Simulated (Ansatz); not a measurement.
The cluster B₂As₃. The state is a doublet with charge 0. Geometry PBE-D4/def2-SVPD, that of the charge -1 singlet; atoms count from 1.

```xyz
5

B    -0.261    0.596    0.204
B    -0.372   -0.957   -0.636
As    1.097   -1.137    0.653
As    1.467    1.353    0.626
As   -1.931    0.145   -0.848
```

The structure comes from a short search, and lower isomers may exist.

Estimate the Mulliken populations from the PBE0/def2-TZVPD orbitals of Ansatz.


| atom | charge (e) | spin (α − β) |
| --- | --- | --- |
| B1 | 0.35 | 0.08 |
| B2 | 0.29 | 0.25 |
| As3 | -0.20 | 0.09 |
| As4 | -0.18 | 0.68 |
| As5 | -0.26 | -0.10 |
Mulliken values depend strongly on the basis. With diffuse functions, as here, like atoms can get unlike values, and bond orders can come out too low or too high.

Where does the spin sit?

Summed by element: B 0.32, As 0.68, of 1 unpaired in all. Largest on single atoms: As4 0.68, B2 0.25, As5 -0.10.

And the Mayer bond orders between heavy atoms (over 0.3)?

B1–B2 0.79 (1.77 Å); B1–As3 0.55 (2.25 Å); B1–As4 0.77 (1.93 Å); B1–As5 0.88 (2.02 Å); B2–As3 0.82 (1.96 Å); B2–As5 1.33 (1.92 Å); As3–As4 1.16 (2.52 Å).
